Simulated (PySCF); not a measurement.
**Gas-phase XPS of `C[NH][GeH3]`, computed**

Compound: CH7GeN.
SMILES with atom numbers: `[CH3:1][NH:2][GeH3:3]`

Level of theory: delta-SCF UKS SCAN, pcX-2 on the ionised atom, pcseg-1 elsewhere, spin-free X2C (PySCF). Each binding energy is the total energy of the core-ionised species, with the hole localised on one atom, minus that of the ground state; both are solved self-consistently, so orbital relaxation is included.

**Question.** List the computed XPS lines with their assignment.

**Answer.** 
```json
{"atom(s)": "N2", "environment": "nitrogen bonded to C, Ge and H", "level": "N 1s", "binding energy (eV)": "404.29", "count": "1"}
{"atom(s)": "C1", "environment": "N-methyl carbon", "level": "C 1s", "binding energy (eV)": "291.53", "count": "1"}
```

**Question.** Which photon wavelength matches the C 1s of C1 threshold?

**Answer.** λ = hc/E = 12398.42 eV Å / 291.53 eV = 42.529 Å.

No level of germanium is listed. Isolated species at its PBE0-D3(BJ)/def2-SVP geometry, gas phase.
